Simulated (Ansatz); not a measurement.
Coupled-cluster diagnostics for Li₅Sn⁻, Ansatz.

Geometry of the singlet (r2SCAN-D4/def2-TZVPD):

Cartesian coordinates in Å:
```
Li 1.348 2.740 0.449
Li 1.518 -0.488 -0.318
Li -1.192 0.896 -0.650
Li -0.961 -2.406 -2.202
Li -0.917 -1.543 1.039
Sn 0.203 0.801 1.682
```

In the def2 sets Sn takes a core potential; there is no spin–orbit coupling. Correlated methods freeze 4 core orbitals; core or outer-core shells of Li, Sn are correlated, in sets that lack core-valence functions. Another isomer (singlet) lies 0.35 eV lower at PBE0-D4/def2-TZVPD; other spin states weren't run for this one.

(1) Estimate the CCSD(T) correlation energy, the shares of MP2 and (T), T1 and the reference's ⟨S²⟩ for: charge -1, singlet, own geometry in def2-TZVPPD; and the rough time on 4 threads of Arm Neoverse V1 on a shared host.

## Answers

(1) 
```
                           state        basis  correlation (eV)  MP2 share (%)  (T) share (%)     T1  ⟨S²⟩ (pure)  wall time                  remarks
charge -1, singlet, own geometry  def2-TZVPPD           -16.796           93.3            4.4  0.017  0.00 (0.00)       37 s  restricted SCF unstable
```
Customary marks for T1 are 0.02 (closed shells), 0.045 (open shells) and about 0.05 (3d metals). T1 stays under 0.02 throughout.
